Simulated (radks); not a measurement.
Problem. These are the eigenvalues of the occupied orbitals of an atom or ion with whole-number occupations (eV). Method: scalar-relativistic Kohn-Sham, SCAN, spin-polarised, spherical densities, finite nucleus; meta-GGA in the generalised Kohn-Sham scheme; Fermi nuclear charge, rms radius of each element as measured or else 0.836 A^(1/3) + 0.57 fm; computed with a radial shooting solver on a logarithmic mesh with Libxc functionals.

| orbital | eigenvalue |
|---|---|
| 1s down | -74561.50 |
| 1s up | -74561.47 |
| 2s up | -13524.42 |
| 2s down | -13524.08 |
| 2p up | -11854.06 |
| 2p down | -11853.80 |
| 3s up | -3635.831 |
| 3s down | -3629.672 |
| 3p up | -3142.233 |
| 3p down | -3135.705 |
| 3d up | -2589.764 |
| 3d down | -2584.404 |
| 4s up | -1234.509 |
| 4s down | -1223.191 |
| 4p up | -1066.665 |
| 4p down | -1055.708 |
| 4d up | -858.6646 |
| 4d down | -847.5298 |
| 4f up | -629.5122 |
| 4f down | -617.1465 |

Which element is it, and in what charge state? The configuration may be excited. Open shells, if any, are filled with parallel spins first.

Solution. Z = 76, osmium, charge +22: Os22+ in [Kr] 4d10 4f8. The list shows which subshells hold electrons but not how many an open one holds; the 1s level, -2740.1 hartree, gives Z - s = 74.0 by -(Z - s)^2/2, which with screening and relativity narrows Z to a few neighbours, and the depths of the outer levels then fix element, charge and occupations together.
